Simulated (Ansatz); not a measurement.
H₄O₂SSi (`O[SiH](O)S`) at its PBE0-D4/def2-TZVP geometry, where that method's forces vanish. The species carries charge 0 and has multiplicity 1.

```xyz
8

O     1.2873   -0.4381   -0.5673
Si   -0.1545   -0.4672    0.2166
O    -1.2968   -0.5792   -0.9399
S    -0.3205    1.2323    1.5015
H     2.0364   -0.1031   -0.0716
H    -0.3365   -1.6228    1.1164
H    -1.1238   -0.1467   -1.7779
H    -0.0917    2.1249    0.5221
```

**Question.** What forces (eV/Å) does r2SCAN-D4/def2-TZVPP give on these atoms in the Gaussian-basis code of Ansatz? (Estimate.)

**Answer.** Computed: 
```
O1   0.036 -0.020 -0.048
Si2  0.005 -0.030  0.049
O3  -0.048 -0.035 -0.028
S4  -0.020  0.050  0.073
H5   0.026  0.007  0.006
H6  -0.007  0.024 -0.022
H7   0.003  0.011 -0.017
H8   0.005 -0.006 -0.012
```
